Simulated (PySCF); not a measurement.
C6H7P.
SMILES: `PC1=CC=CC=C1`

Torsions of this conformer, `[PH2:1][c:2]1[cH:3][cH:4][cH:5][cH:6][cH:7]1`: H–P1–C2–C3 128°, H–P1–C2–C3 34°.

The closed-shell ground state was solved at several levels (PySCF, density fitting, gas phase, non-relativistic). The structure is a single PBE0-D3(BJ)/def2-TZVP conformer in the gas phase; no vibrational or solvent corrections.

```json
{"level": "KT3/pcSseg-2", "basis functions": "357", "total energy (Eh)": "-580.7340", "HOMO (eV)": "-5.77", "LUMO (eV)": "-1.40", "gap (eV)": "4.37", "dipole (D)": "0.98"}
{"level": "B97-2/pcSseg-2", "basis functions": "357", "total energy (Eh)": "-574.2262", "HOMO (eV)": "-6.49", "LUMO (eV)": "-0.61", "gap (eV)": "5.88", "dipole (D)": "1.05"}
{"level": "PBE0/pcSseg-2", "basis functions": "357", "total energy (Eh)": "-573.8786", "HOMO (eV)": "-6.72", "LUMO (eV)": "-0.58", "gap (eV)": "6.14", "dipole (D)": "1.06"}
```

Question: Estimate the row for wB97X-D/pcSseg-2, a basis of 357 functions; the other rows only guide the guess.

Answer: Total energy -574.2025 Eh, HOMO -8.46 eV, LUMO 1.14 eV, gap 9.60 eV, dipole 1.08 D.

Question: Over all these levels, which gives the widest orbital gap and which the narrowest?

Answer: wB97X-D/pcSseg-2 (range-separated hybrid) has the widest, 9.60 eV, and KT3/pcSseg-2 (GGA) the narrowest, 4.37 eV. From the narrowest to the widest the HOMO moves by -2.69 eV and the LUMO by +2.54 eV.

Question: In the pcSseg-2 basis, how does the gap go with the fixed share of exact exchange?

Answer: KT3 (0 %) 4.37 eV; B97-2 (21 %) 5.88 eV; PBE0 (25 %) 6.14 eV. Each rise in the share widens the gap here.

Question: How far do the dipole and the HOMO energy spread over the levels?

Answer: The dipole runs from 0.98 to 1.08 D (mean 1.05 D) and the HOMO from -8.46 to -5.77 eV.

The pairwise dispersion term of wB97X-D wasn't added to the energies; at a given geometry it leaves orbitals and properties as they are.
